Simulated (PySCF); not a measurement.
**Broadened absorption spectrum of MgCl2(H2O)2**

MgCl2(H2O)2.
Structure used (PBE0-D3(BJ)/def2-SVP), in Å, numbered top down from 1:
```xyz
9
Cl2H4MgO2 angstrom
Mg     0.4240   -0.0095    0.2555
Cl    -0.1222   -0.6420    2.3525
Cl     2.0181    0.6576   -1.1966
O     -0.7010    1.7185    0.1257
H     -0.2203    2.4131   -0.3464
H     -1.0018    2.0835    0.9683
O     -0.2459   -1.7142   -0.6926
H     -0.4642   -2.4267   -0.0762
H      0.3133   -2.0803   -1.3901
```

Level of theory: PySCF 2.14.0, density-fitted response routines, TDDFT PBE0/def2-SVPD, vertical, gas phase, core orbitals frozen in the response. The geometry optimisation had not met its thresholds, so the values belong to a structure short of the stationary point.

Computed states:

```json
{"state": "S1", "E (eV)": "5.98", "f": "0.0047"}
{"state": "S2", "E (eV)": "6.05", "f": "0.0006"}
{"state": "S3", "E (eV)": "6.14", "f": "0.064"}
{"state": "S4", "E (eV)": "6.15", "f": "0.123"}
{"state": "S5", "E (eV)": "6.51", "f": "0.0001"}
{"state": "S6", "E (eV)": "6.63", "f": "0.0056"}
{"state": "S7", "E (eV)": "6.65", "f": "0.0026"}
{"state": "S8", "E (eV)": "6.71", "f": "0.013"}
{"state": "S9", "E (eV)": "6.89", "f": "0.090"}
```

Broadening: Gaussians 0.5 eV wide at half height, area fixed by f = 4.319×10⁻⁹ ∫ε dν̃. The width is an assumption, not a result. The curve ends short of the highest state used, and states not computed would add to its high-energy end.

Question: Give the broadened spectrum and its maxima.

Answer: 
λ (nm), ε (L mol⁻¹ cm⁻¹) and a bar:
```
    197.1       8349 ########################
    198.5       9300 ###########################
    199.9       9985 #############################
    201.3      10319 ##############################
    202.7      10262 ##############################
    204.0       9873 #############################
    205.4       9143 ###########################
    206.8       8173 ########################
    208.2       7064 #####################
    209.6       5910 #################
    210.9       4870 ##############
    212.3       3842 ###########
    213.7       2946 #########
    215.1       2199 ######
    216.5       1599 #####
    217.8       1163 ###
    219.2        807 ##
    220.6        548 ##
    222.0        364 #
    223.4        237 #
    224.7        156 
    226.1         98 
    227.5         60 
    228.9         37 
    230.3         22 
    231.6         13 
    233.0          8 
    234.4          4 
    235.8          3 
    237.2          1
```

Maxima: 202 nm (6.14 eV), ε about 10000, made up of S3 (33%) and S4 (64%) (ε in L mol⁻¹ cm⁻¹; maxima over ε = 5, shares over 10%).

Question: What would ε be at 6.14 eV, the highest of these maxima, with half the width (0.25 eV)?

Answer: About 20300 L mol⁻¹ cm⁻¹ against 10300, a factor of about 1.96; a lone state at its own centre would give exactly 2.

Question: Coming from long wavelengths, where does ε first pass 100 L mol⁻¹ cm⁻¹?

Answer: At about 226 nm (5.49 eV), 0.49 eV below S1.

Question: On this curve, what absorbance would a 10⁻⁴ mol/L sample give at 222 nm over a 1 cm path?

Answer: 222 nm is 5.585 eV, where ε is about 360 L mol⁻¹ cm⁻¹, so A = ε c l ≈ 0.036 (Beer–Lambert, with the gas-phase spectrum and the assumed width).

The vertical ionisation energy (ΔSCF) is 10.02 eV, 3.13 eV above S9.

One conformer stands for the species.
